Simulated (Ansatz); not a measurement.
Consider the hydrogenolysis of a C–F bond: `FC1O[SiH2]O1` + H₂ → `C1O[SiH2]O1` + H–F.

Gas-phase electronic energies from Ansatz, PBE0-D4/def2-TZVP geometries. CCSD(T)/CBS adds triple-zeta CCSD(T) − MP2 to the extrapolated MP2 energy (def2 sets, frozen cores). This one scheme is used for every species. Functionals use def2-TZVPP.

```json
{"level": "B2PLYP", "ΔE (kJ/mol)": "-34.8"}
{"level": "CCSD/def2-TZVPP", "ΔE (kJ/mol)": "-40.1"}
```

(1) What does CCSD(T)/CBS give? (Estimate.)

(2) What do rigid-rotor, harmonic-oscillator terms from PBE0-D4/def2-TZVP frequencies (298.15 K, 1 bar) make of the CCSD(T)/CBS value? (An estimate is asked.)

Largest T1 diagnostic among the species: 0.013.

## Answers

(1) Ansatz gave: -41.4 kJ/mol. The listed levels differ from it by 6.6, 1.3 kJ/mol.

(2) The calculation gave: ΔZPE = +18.1 kJ/mol, ΔH = -24.6 kJ/mol, ΔS = 21 J/(mol·K), ΔG = -30.9 kJ/mol.

From BLYP to BHLYP (50 % exact exchange), in def2-TZVPP and without D4, ΔE moves by −6.4 kJ/mol. Leaving LDA and LC-ωPBE aside and taking each functional with its dispersion term where it has one, the values, not all of them listed here, spread over 15.4 kJ/mol, from PBE-QIDH to r2SCAN-D4. LDA lies +10.2 kJ/mol from PBE without D4.
